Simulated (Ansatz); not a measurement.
Species: BF2I, SMILES `FB(F)I` (charge 0, multiplicity 1).

**Question.** Give a relaxed geometry from B3LYP-D3(BJ)/def2-TZVP run with Ansatz (a first-principles code).

**Answer.** the end point of this relaxation (outside a Z-matrix the atoms follow the SMILES, hydrogens last).
Bonds (Å): F1–B2 1.313, B2–F3 1.313, B2–I4 2.134. Angles (°): F1–B2–F3 119.1, F1–B2–I4 120.5, F3–B2–I4 120.5.
